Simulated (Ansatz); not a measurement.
Geometry optimisation, RHF/def2-SVP (Ansatz 0.2.0).

Input file:

```yaml
crystal:
  periodic: [false, false, false]
  atoms:
    - { symbol: Hf, position_ang: [0.397942, 0.143134, -0.41371] }
    - { symbol: "N", position_ang: [-0.63572, 0.632081, 2.787644] }
    - { symbol: H, position_ang: [-1.520052, 1.101093, 2.908991] }
    - { symbol: H, position_ang: [-0.572902, -0.106287, 3.470633] }
    - { symbol: O, position_ang: [1.370284, 0.125404, -2.079698] }
    - { symbol: H, position_ang: [1.835261, 0.026453, -2.888746] }
    - { symbol: O, position_ang: [-1.346384, 0.937216, -0.718944] }
    - { symbol: H, position_ang: [-2.170161, 1.300092, -0.989222] }
    - { symbol: O, position_ang: [0.501537, -1.642931, 0.355526] }
    - { symbol: H, position_ang: [0.261024, -2.451395, 0.772467] }
    - { symbol: Si, position_ang: [1.845051, 1.841803, 1.038703] }
    - { symbol: H, position_ang: [2.473148, 1.177167, 2.232573] }
    - { symbol: H, position_ang: [2.976433, 2.525262, 0.328856] }
    - { symbol: H, position_ang: [1.030594, 2.960368, 1.619846] }
    - { symbol: H, position_ang: [0.106546, 1.310641, 2.995381] }
basis:
  gaussian: { orbitals: def2-SVP }
hamiltonian:
  xc: hf
relax:
  f_tol: 0.03
  max_steps: 50
output:
  orbitals: {}
```

Run as:

```bash
$ ansatz run input.yaml --threads 4 --pin off --max-ram 5120MiB --backend cpu --events-out ev --progress --plain --runs-dir out
```

Where does it end, and by what steps?

It converged. The force dipped under the threshold on the way, but the program's further checks kept it going. After 31 steps the energy has fallen by 0.686 eV; H3 moved furthest, 1.06 Å. Joined: Hf1–N2 (3.40 → 2.47 Å).

| step | energy less start (eV) | largest force component (eV/Å) | accepted |
| --- | --- | --- | --- |
| 0 | 0.0000 | 1.143 | yes |
| 2 | -0.2162 | 0.384 | yes |
| 4 | -0.4692 | 0.723 | yes |
| 6 | -0.5805 | 0.606 | yes |
| 8 | -0.6660 | 0.165 | yes |
| 10 | -0.6723 | 0.090 | yes |
| 12 | -0.6743 | 0.053 | yes |
| 14 | -0.6750 | 0.019 | yes |
| 16 | -0.6758 | 0.067 | yes |
| 18 | -0.6766 | 0.100 | yes |
| 20 | -0.6681 | 0.573 | no |
| 22 | -0.6790 | 0.008 | yes |
| 24 | -0.6809 | 0.050 | yes |
| 26 | -0.6729 | 0.561 | no |
| 28 | -0.6825 | 0.014 | yes |
| 30 | -0.6845 | 0.067 | yes |
| 31 | -0.6859 | 0.012 | yes |

```xyz
15
Properties=species:S:1:pos:R:3
Hf 0.209 0.215 0.076
N -0.738 0.578 2.327
H -1.690 0.250 2.309
H -0.249 0.049 3.031
O 1.075 -0.005 -1.643
H 1.555 -0.042 -2.447
O -1.503 1.067 -0.407
H -2.051 1.346 -1.119
O 0.245 -1.623 0.796
H 0.461 -2.512 0.578
Si 2.190 1.980 1.137
H 3.240 1.265 1.933
H 2.940 2.784 0.126
H 1.628 2.988 2.100
H -0.758 1.541 2.622
```

Whether the end is a true minimum wasn't checked by a vibrational analysis.

The run took 68 s on 4 threads of Arm Neoverse V1, on a shared host, peak memory 0.42 GiB.
